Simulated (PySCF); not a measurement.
## Spin states and ions at one geometry of Ir2

PySCF 2.14.0, UKS TPSS, Ir def2-SVP with ECP60; non-relativistic Hamiltonian with scalar-relativistic core potentials where named; density fitting; no spin-orbit coupling; singlets restricted, open shells unrestricted. The geometry is relaxed for charge 0, triplet, vacuum:

```xyz
2

Ir    0.0000    0.0000    1.1180
Ir    0.0000    0.0000   -1.1180
```

Energies count from the relaxed state; an electron taken off or put on is at rest in vacuum. Charges and spins are Mulliken's.

**Question.** Order these states by energy, lowest first.
A. charge -1, doublet, vacuum
B. charge -1, quartet, vacuum
C. charge 0, singlet, vacuum
D. charge 0, triplet, vacuum
E. charge +1, doublet, vacuum
F. charge 0, quintet, vacuum
G. charge +1, quartet, vacuum

**Answer.** B (-1.86 eV), A (-1.49 eV), F (-0.52 eV), D (0.00 eV), C (0.74 eV), G (7.84 eV), E (8.26 eV).

**Question.** How do charge and spin on the first atom follow?

**Answer.** 
```
                     state  spin squared  charge on Ir1 (e)  spin on Ir1 (e)  dipole about the centre of mass (D)
 charge 0, triplet, vacuum          3.06               0.00             1.00                                 0.00
 charge 0, singlet, vacuum          0.00               0.00             0.00                                 0.00
 charge 0, quintet, vacuum          6.01               0.00             2.00                                 0.00
charge +1, doublet, vacuum          1.75               0.50             0.50                                 0.00
charge +1, quartet, vacuum          3.76               0.50             1.50                                 0.00
charge -1, doublet, vacuum          1.99              -0.50             0.50                                 0.00
charge -1, quartet, vacuum          3.80              -0.50             1.50                                 0.00
```

With an electron taken off (quartet, the lower of the two states computed) the charges change, summed by element, by Ir +1.00 e. The vertical ionisation energy is 7.84 eV, against −ε(HOMO) = 4.69 eV over both spins of the relaxed state. The level lies 3.2 eV too high, as is usual for semilocal functionals and global hybrids, which keep a self-interaction error.

With an electron put on (quartet, the lower of the two states computed) the charges change, summed by element, by Ir -1.00 e. The vertical electron affinity is 1.86 eV, against −ε(LUMO) = 4.11 eV over both spins of the relaxed state. The basis has no diffuse functions, which an added electron needs. The added electron's level lies above zero.

Open shells may have lower solutions than those found. Hard to converge, so the more doubtful: charge +1, quartet, vacuum. Spin squared well over S(S+1) tells of spin contamination.

The relaxed state isn't the lowest spin state tried at its geometry. No frequency check is given that shows the relaxed geometry to be a minimum. The relaxed state is spin-contaminated (spin squared 3.06 against 2.00).
